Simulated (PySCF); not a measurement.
PySCF input for CH₂NS, SMILES N[C]=S, multiplicity 2, TDA-ωB97X/def2-SVPD. Geometry optimised at PBE0-D3(BJ)/def2-TZVP. The isomer is the one that the SMILES or the coordinates give; other isomers of the formula were not compared. Other conformers were not sampled.

```python
import numpy as np
from pyscf import gto, scf, dft, tdscf

mol = gto.M(
    atom='''
    N    -0.11994945   -1.59239767    0.00000000
    C     0.42516674   -0.40253624    0.00000000
    S    -0.06507990    1.10666048    0.00000000
    H    -1.12511728   -1.72647885    0.00000000
    H     0.45504137   -2.41808777    0.00000000
    ''',
    basis='def2-SVPD',
    charge=0,
    spin=1,
    max_memory=1600,
    verbose=4,
)
mf = dft.UKS(mol, xc='wb97x').density_fit(auxbasis='def2-universal-jkfit')
mf.grids.level = 3
mf.conv_tol = 1e-9
mf.max_cycle = 100
mf.kernel()
fine, coarse = mf.grids, dft.Grids(mol).set(level=1).build(with_non0tab=True)
for _ in range(3):  # follow internal instabilities
    mf.grids = coarse
    mo, _, stable, _ = mf.stability(return_status=True, nroots=4)
    mf.grids = fine
    if stable:
        break
    mf.kernel(mf.make_rdm1(mo, mf.mo_occ))
mf.grids = dft.Grids(mol).set(level=1).build(with_non0tab=True)  # coarser grid for the response kernel
td = tdscf.TDA(mf)
td.nstates = 10
td.conv_tol = 1e-4
td.positive_eig_threshold = 1e-6
td.kernel(x0=td.get_init_guess(mf, 15))
td.analyze()
```

Program output:

```
PySCF version 2.14.0

[INPUT] verbose = 4
[INPUT] num. atoms = 5
[INPUT] num. electrons = 31
[INPUT] charge = 0
[INPUT] spin (= nelec alpha-beta = 2S) = 1
[INPUT] symmetry False subgroup None
[INPUT] Mole.unit = angstrom
[INPUT] Symbol           X                Y                Z      unit          X                Y                Z       unit  Magmom
[INPUT]  1 N     -0.119949450000  -1.592397670000   0.000000000000 AA   -0.226671609292  -3.009195477696   0.000000000000 Bohr   0.0
[INPUT]  2 C      0.425166740000  -0.402536240000   0.000000000000 AA    0.803448695874  -0.760683248812   0.000000000000 Bohr   0.0
[INPUT]  3 S     -0.065079900000   1.106660480000   0.000000000000 AA   -0.122983187214   2.091285220080   0.000000000000 Bohr   0.0
[INPUT]  4 H     -1.125117280000  -1.726478850000   0.000000000000 AA   -2.126163517216  -3.262572186354   0.000000000000 Bohr   0.0
[INPUT]  5 H      0.455041370000  -2.418087770000   0.000000000000 AA    0.859903564647  -4.569523630460   0.000000000000 Bohr   0.0

nuclear repulsion = 86.8991796551454
number of shells = 35
number of NR pGTOs = 125
number of NR cGTOs = 83
basis = def2-SVPD
ecp = {}


[settings echo left out]
init E= -492.348282324513
  alpha nocc = 16  HOMO = -0.142134383268508  LUMO = -0.0211278881111996
  beta  nocc = 15  HOMO = -0.31060807567058  LUMO = -0.142134383268508

WARN: HOMO -0.142134383268508 >= LUMO -0.142134383268508

cycle= 1 E= -491.928188665042  delta_E= 0.42  |g|= 0.26  |ddm|= 2.05
  alpha nocc = 16  HOMO = -0.261992985917637  LUMO = 0.0288807503856074
  beta  nocc = 15  HOMO = -0.334845605106364  LUMO = -0.0335660532061404
  HOMO = -0.261992985918  LUMO = -0.0335660532061  gap/eV = 6.21581
cycle= 2 E= -491.929327868125  delta_E= -0.00114  |g|= 0.31  |ddm|= 0.777
  alpha nocc = 16  HOMO = -0.281342275384583  LUMO = 0.0646403003752227
  beta  nocc = 15  HOMO = -0.350195144916395  LUMO = -0.00682780315870746
  HOMO = -0.281342275385  LUMO = -0.00682780315871  gap/eV = 7.46992
cycle= 3 E= -491.981671633754  delta_E= -0.0523  |g|= 0.0267  |ddm|= 0.36
  alpha nocc = 16  HOMO = -0.292834876420579  LUMO = 0.0620197847828341
  beta  nocc = 15  HOMO = -0.358874802053395  LUMO = -0.00771483683220309
  HOMO = -0.292834876421  LUMO = -0.0077148368322  gap/eV = 7.75851
cycle= 4 E= -491.982415249391  delta_E= -0.000744  |g|= 0.00998  |ddm|= 0.0757
  alpha nocc = 16  HOMO = -0.291568171706343  LUMO = 0.0653601331272782
  beta  nocc = 15  HOMO = -0.356466069907713  LUMO = -0.00408186042587078
  HOMO = -0.291568171706  LUMO = -0.00408186042587  gap/eV = 7.82290
cycle= 5 E= -491.982558685802  delta_E= -0.000143  |g|= 0.00436  |ddm|= 0.0353
  alpha nocc = 16  HOMO = -0.292016795534684  LUMO = 0.0653950790287134
  beta  nocc = 15  HOMO = -0.35704000891314  LUMO = -0.00401260518366753
  HOMO = -0.292016795535  LUMO = -0.00401260518367  gap/eV = 7.83699
cycle= 6 E= -491.982586502328  delta_E= -2.78e-05  |g|= 0.00239  |ddm|= 0.0149
  alpha nocc = 16  HOMO = -0.292496083707074  LUMO = 0.0653811317471376
  beta  nocc = 15  HOMO = -0.357261607345909  LUMO = -0.00423506991490186
  HOMO = -0.292496083707  LUMO = -0.0042350699149  gap/eV = 7.84398
cycle= 7 E= -491.982595489458  delta_E= -8.99e-06  |g|= 0.00112  |ddm|= 0.00773
  alpha nocc = 16  HOMO = -0.292379815079196  LUMO = 0.0656785495827403
  beta  nocc = 15  HOMO = -0.357253776850651  LUMO = -0.00409629092503749
  HOMO = -0.292379815079  LUMO = -0.00409629092504  gap/eV = 7.84459
cycle= 8 E= -491.982599054119  delta_E= -3.56e-06  |g|= 0.000476  |ddm|= 0.00559
  alpha nocc = 16  HOMO = -0.292416065432833  LUMO = 0.0657087151203632
  beta  nocc = 15  HOMO = -0.357376919587681  LUMO = -0.00415985802244689
  HOMO = -0.292416065433  LUMO = -0.00415985802245  gap/eV = 7.84385
cycle= 9 E= -491.982600041724  delta_E= -9.88e-07  |g|= 0.000235  |ddm|= 0.00296
  alpha nocc = 16  HOMO = -0.292378678844273  LUMO = 0.0657447418128307
  beta  nocc = 15  HOMO = -0.357366978195441  LUMO = -0.00417347442545557
  HOMO = -0.292378678844  LUMO = -0.00417347442546  gap/eV = 7.84246
cycle= 10 E= -491.982600330783  delta_E= -2.89e-07  |g|= 0.000102  |ddm|= 0.00186
  alpha nocc = 16  HOMO = -0.292382689016331  LUMO = 0.0657384805287742
  beta  nocc = 15  HOMO = -0.357379760660947  LUMO = -0.00419207162131974
  HOMO = -0.292382689016  LUMO = -0.00419207162132  gap/eV = 7.84207
cycle= 11 E= -491.982600385241  delta_E= -5.45e-08  |g|= 4.81e-05  |ddm|= 0.000928
  alpha nocc = 16  HOMO = -0.292380709332093  LUMO = 0.0657300715192441
  beta  nocc = 15  HOMO = -0.357368596179634  LUMO = -0.00419453739949827
  HOMO = -0.292380709332  LUMO = -0.0041945373995  gap/eV = 7.84195
cycle= 12 E= -491.982600392079  delta_E= -6.84e-09  |g|= 2.89e-05  |ddm|= 0.000211
  alpha nocc = 16  HOMO = -0.292381280359687  LUMO = 0.0657292411083996
  beta  nocc = 15  HOMO = -0.357368311737708  LUMO = -0.00419538205068015
  HOMO = -0.29238128036  LUMO = -0.00419538205068  gap/eV = 7.84194
cycle= 13 E= -491.982600394534  delta_E= -2.45e-09  |g|= 1.12e-05  |ddm|= 0.000188
  alpha nocc = 16  HOMO = -0.292381247837446  LUMO = 0.0657262699076195
  beta  nocc = 15  HOMO = -0.357365770082539  LUMO = -0.00419569246120233
  HOMO = -0.292381247837  LUMO = -0.0041956924612  gap/eV = 7.84193
cycle= 14 E= -491.982600394972  delta_E= -4.37e-10  |g|= 5.25e-06  |ddm|= 4.43e-05
  alpha nocc = 16  HOMO = -0.292381235252883  LUMO = 0.0657259406276829
  beta  nocc = 15  HOMO = -0.357365768118043  LUMO = -0.00419578888356487
  HOMO = -0.292381235253  LUMO = -0.00419578888356  gap/eV = 7.84193
Extra cycle  E= -491.982600395046  delta_E= -7.44e-11  |g|= 3.56e-06  |ddm|= 1.47e-05
converged SCF energy = -491.982600395046  <S^2> = 0.75713683  2S+1 = 2.0071241
tot grids = 21560
uhf_internal: lowest eigs of H = [0.18862219 0.20926954 0.21216089 0.25041083]
<class 'pyscf.df.df_jk.DFUKS'> wavefunction is stable in the internal stability analysis
tot grids = 21560
Overwritten attributes  positive_eig_threshold  of <class 'pyscf.tdscf.uks.TDA'>


******** <class 'pyscf.tdscf.uks.TDA'> for <class 'pyscf.df.df_jk.DFUKS'> ********
nstates = 10
deg_eia_thresh = 1.000e-03
wfnsym = None
conv_tol = 0.0001
eigh lindep = 1e-12
eigh level_shift = 0
eigh max_cycle = 100


Excitation energies (eV)
[2.68688564 3.18744604 3.78248239 4.43934146 5.21564449 5.59131546
 6.27493893 6.29160052 6.60748234 6.85102758]

** Excitation energies and oscillator strengths **
Excited State   1:      2.68689 eV    461.44 nm  f=0.0004
      14a ->   17a     -0.10326
      16a ->   17a      0.98133
Excited State   2:      3.18745 eV    388.98 nm  f=0.0006
      15b ->   16b      0.98203
      15b ->   18b     -0.11366
Excited State   3:      3.78248 eV    327.79 nm  f=0.0209
      15a ->   17a     -0.40417
      14b ->   16b      0.88257
      14b ->   18b     -0.10439
Excited State   4:      4.43934 eV    279.29 nm  f=0.0046
      15a ->   17a     -0.64393
      14b ->   16b     -0.23752
      15b ->   17b      0.70424
      15b ->   22b      0.10712
Excited State   5:      5.21564 eV    237.72 nm  f=0.0007
      14a ->   17a     -0.21724
      14b ->   17b      0.95760
      14b ->   22b      0.10868
Excited State   6:      5.59132 eV    221.74 nm  f=0.0176
      16a ->   18a      0.92957
      16a ->   20a      0.11017
      16a ->   21a     -0.23451
Excited State   7:      6.27494 eV    197.59 nm  f=0.0083
      15a ->   17a     -0.13499
      16a ->   19a      0.81664
      16a ->   20a      0.22884
      16a ->   21a      0.14953
      16a ->   24a      0.20052
      16a ->   26a      0.21945
      16a ->   27a     -0.24514
      12b ->   16b     -0.16484
      15b ->   17b     -0.16966
Excited State   8:      6.29160 eV    197.06 nm  f=0.0002
      14a ->   17a      0.93302
      13b ->   16b      0.18069
      14b ->   17b      0.23386
Excited State   9:      6.60748 eV    187.64 nm  f=0.2425
      15a ->   17a     -0.41487
      16a ->   19a     -0.23001
      16a ->   20a      0.53615
      16a ->   21a     -0.35601
      16a ->   26a     -0.11637
      16a ->   27a      0.10483
      16a ->   29a      0.10950
      12b ->   16b     -0.15135
      14b ->   16b     -0.17195
      15b ->   17b     -0.45168
Excited State  10:      6.85103 eV    180.97 nm  f=0.0646
      14a ->   18a     -0.14027
      16a ->   18a      0.13127
      16a ->   19a     -0.30915
      16a ->   20a      0.47812
      16a ->   21a      0.76421
      16a ->   26a      0.14711

** Transition electric dipole moments (AU) **
state          X           Y           Z        Dip. S.      Osc.
  1        -0.0000     -0.0000     -0.0792      0.0063      0.0004
  2         0.0000     -0.0000      0.0877      0.0077      0.0006
  3         0.3219     -0.3484      0.0000      0.2250      0.0209
  4        -0.0791      0.1905      0.0000      0.0426      0.0046
  5        -0.0000      0.0000      0.0715      0.0051      0.0007
  6         0.3049      0.1885      0.0000      0.1285      0.0176
  7         0.0073      0.2320      0.0000      0.0539      0.0083
  8         0.0000     -0.0000      0.0388      0.0015      0.0002
  9        -0.3854      1.1618      0.0000      1.4982      0.2425
 10        -0.6152      0.0792      0.0000      0.3847      0.0646

** Transition velocity dipole moments (imaginary part, AU) **
state          X           Y           Z        Dip. S.      Osc.
  1         0.0000     -0.0000      0.0281      0.0008      0.0053
  2        -0.0000      0.0000      0.0004      0.0000      0.0000
  3        -0.0104      0.0079      0.0000      0.0002      0.0008
  4         0.0062     -0.0051      0.0000      0.0001      0.0003
  5        -0.0000     -0.0000     -0.0019      0.0000      0.0000
  6         0.0275      0.0408      0.0000      0.0024      0.0078
  7         0.0620      0.0074     -0.0000      0.0039      0.0113
  8        -0.0000     -0.0000     -0.0063      0.0000      0.0001
  9        -0.0750      0.1079      0.0000      0.0173      0.0474
 10        -0.1298      0.0387      0.0000      0.0183      0.0486

** Transition magnetic dipole moments (imaginary part, AU) **
state          X           Y           Z
  1        -0.0389     -0.9029      0.0000
  2        -0.2712      0.2487      0.0000
  3         0.0000      0.0000     -0.0321
  4        -0.0000     -0.0000      0.0032
  5         0.1900      0.1619     -0.0000
  6         0.0000      0.0000      0.1582
  7         0.0000      0.0000     -0.0955
  8         0.3335      0.3437      0.0000
  9         0.0000      0.0000      0.1613
 10         0.0000      0.0000     -0.5612
```

The run converged.
